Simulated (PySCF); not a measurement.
# Pt⁻ (platinum, charge -1) across methods

[Xe] 4f14 5d9 6s2, 2D determinant. Calculation: PySCF 2.14, in aug-cc-pVQZ-PP with ECP60MDF; a scalar-relativistic core potential.

| method | E (hartree) | mean ε 5d β (eV) | mean ε 6s α (eV) | mean ε 6s β (eV) | Σ⟨r²⟩ (bohr²) | ⟨S²⟩ |
| --- | --- | --- | --- | --- | --- | --- |
| TPSSh | -119.4059 | 0.306 | 0.389 | 0.393 | 73.82 | 0.755 |
| BLYP | -119.4424 | 0.892 | 0.233 | 0.584 | 75.16 | 0.754 |
| PBE | -119.4901 | 0.792 | 0.113 | 0.542 | 74.49 | 0.755 |
| LDA | -119.2733 | 0.716 | -0.044 | 0.308 | 73.36 | 0.753 |
| r2SCAN | -119.4922 | 0.717 | -0.065 | 0.419 | 72.58 | 0.759 |
| TPSS | -119.4211 | 0.837 | 0.160 | 0.610 | 74.01 | 0.755 |
| PBE0 | -119.4347 | -0.547 | -0.139 | 0.026 | 73.97 | 0.755 |

(1) Estimate the same row for UHF.

Energies and moments cover only the electrons outside the core potential. Spin-orbit coupling, absent here, splits the open shell strongly.

The highest occupied level is positive at TPSSh, BLYP, PBE, LDA, r2SCAN, TPSS, PBE0: only the finite basis holds that electron, which in a density functional comes from self-interaction.

Results:

(1) E (hartree) = -118.53189; mean ε 5d β (eV) = -4.418; mean ε 6s α (eV) = -1.482; mean ε 6s β (eV) = -0.814; Σ⟨r²⟩ (bohr²) = 81.09; ⟨S²⟩ = 0.775.
